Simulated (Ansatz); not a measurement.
Ideal-gas functions of `[CH3][Ti]([F])([F])[Cl]` at 800 K and 1 bar, from an Ansatz frequency run at PBE0-D4/def2-TZVP.

Molar mass 136.35 g/mol, point group Cs (symmetry number 1), electronic degeneracy 1, moments of inertia 160.77, 260.139, 263.11 u Å². Harmonic wavenumbers (cm⁻¹, unscaled): 123, 140, 147, 171, 182, 192, 454, 552, 558, 577, 756, 806, 1162, 1401, 1402, 3032, 3136, 3145.

Use S(trans) = R[1.5 ln M + 2.5 ln T − 1.1517]; rotational temperatures θ = 24.2544 K / I; S(rot) = R[ln(√π/σ · √(T³/θAθBθC)) + 1.5]; for each mode x = 1.438777 ν̃/T, S = R[x/(eˣ − 1) − ln(1 − e⁻ˣ)] and H = RT x/(eˣ − 1); 1 cm⁻¹ = 0.0119627 kJ/mol; R = 8.31446 J/(mol·K).

Q: By hand: the entropy, in J/(mol·K).

A: Translation 190.7. Rotation: θ = 0.1509, 0.0932, 0.0922 K, giving 128.2. Vibration, mode by mode: 20.87, 19.80, 19.40, 18.15, 17.64, 17.20, 10.23, 8.71, 8.63, 8.37, 6.37, 5.92, 3.55, 2.53, 2.53, 0.23, 0.20, 0.19, in all 170.5. Electronic 0.0. Sum 489.4 J/(mol·K).

Q: By hand: H − E and G − E in kJ/mol, counted from the electronic energy.

A: Zero-point energy ½ × 17936 × 0.0119627 = 107.3; thermal vibration 61.7; translation, rotation and pV give 4 RT = 26.6. H − E = 195.6 kJ/mol, and G − E = 195.6 − 800 × 489.4/1000 = -195.9 kJ/mol.

Vibration gives 35 % of the entropy, 60.1 J/(mol·K) of it from the modes under 150 cm⁻¹: soft modes count most, and the harmonic formula is weakest for them.
